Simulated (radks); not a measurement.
Problem. The rhenium ion Re+, configuration [Xe] 4f14 5d5 6s1. Method: scalar-relativistic Kohn-Sham, r2SCAN, spin-polarised, spherical densities, finite nucleus; open shells are filled with parallel spins first (spin-orbit coupling, left out, can overturn this in heavy ions); meta-GGA in the generalised Kohn-Sham scheme; Fermi nuclear charge, rms radius 5.3698 fm; computed with a radial shooting solver on a logarithmic mesh with Libxc functionals. Some entries of the table are withheld. Estimate them.

orbital,occ.,eigenvalue (hartree),r(max) (bohr),<1/r> (bohr^-1)
1s down,1,-2636.328,0.01124,88.72
1s up,1,-2636.327,0.01124,88.72
2s up,1,-458.2901,0.06450,20.78
2s down,1,-458.2761,0.06450,20.78
2p up,3,-399.9139,0.05303,18.75
2p down,3,-399.9032,0.05303,18.75
3s up,1,-106.6767,0.1818,7.707
3s down,1,-106.6757,0.1818,7.707
3p up,3,-89.38312,0.1802,7.094
3p down,3,-89.38104,0.1802,7.094
3d up,5,-69.73655,0.1470,6.689
3d down,5,-69.72886,0.1470,6.688
4s up,1,-22.69082,0.4126,3.270
4s down,1,-22.67988,0.4127,3.269
4p up,3,-16.99281,0.4329,2.971
4p down,3,-16.98327,0.4330,2.970
4d up,5,-9.80600,0.4433,2.646
4d down,5,-9.79436,0.4435,2.646
5s up,1,-3.51349,0.9412,1.280
5s down,1,-3.42062,0.9363,1.296
5p up,3,-2.10324,1.065,1.077
5p down,3,-1.97386,1.054,1.101
4f up,7,-1.84771,0.4181,(1)
4f down,7,-1.82521,0.4179,(2)
5d up,5,-0.53423,1.422,0.7119
6s up,1,-0.51288,2.437,0.4600
5d down,0,-0.33850,1.370,0.7252

Solution. 
(1) 4f up <1/r> (bohr^-1): 2.158
(2) 4f down <1/r> (bohr^-1): 2.169
